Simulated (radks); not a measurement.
Task: The mean radii <r> (bohr) of the occupied orbitals of an atom or ion are listed with their occupations. All-electron calculation, scalar-relativistic Kohn-Sham, LB94 model potential, spin-polarised, spherical densities, finite nucleus; Fermi nuclear charge, rms radius of each element as measured or else 0.836 A^(1/3) + 0.57 fm. Program: a radial shooting solver on a logarithmic mesh with Libxc functionals.

| orbital | occ. | <r> |
|---|---|---|
| 1s | 2 | 0.06626 |
| 2s | 2 | 0.3070 |
| 2p | 6 | 0.2725 |
| 3s | 2 | 0.9104 |
| 3p | 6 | 0.9467 |

Name the element and its charge. Open shells, if any, are filled with parallel spins first.

Result: Z = 23, vanadium, charge +5: V5+ in [Ar]. The 1s radius gives Z: for a bare nucleus <r> = (2 gamma + 1)/(2Z) with gamma = sqrt(1 - (Z/c)^2), 0.0646 bohr for Z = 23, and screening makes it slightly larger (0.06626 here). The occupations add up to 18, and the charge is Z minus that.
